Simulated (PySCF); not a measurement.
These are TPSSh-D3(BJ)/def2-TZVP // TPSS-D3(BJ)/def2-SVP run with PySCF values and carry that method's errors. All species are isolated molecules in the gas phase. One relaxed conformer stands for a flexible species; it need not be the lowest. 

Reference species: [Mo(Cl)6] (neutral, multiplicity 1).

| Item | Result |
|---|---|
| coordination number | 6 |
| mean distance from the central atom to its bonded neighbours | 2.314 Å |
| LUMO | -6.21 eV |

Changed species: [Mo(Cl)2(NH2)4] (4 of 6 Cl replaced by NH2; the reference has 0 of 6 Cl replaced by NH2).

**Question.** Predict the effect on the coordination number, mean distance from the central atom to its bonded neighbours and LUMO.

**Answer.** the coordination number hardly moves; the mean distance from the central atom to its bonded neighbours decreases by 0.198 Å, to 2.116 Å; the LUMO goes up by 2.51 eV, to -3.70 eV.
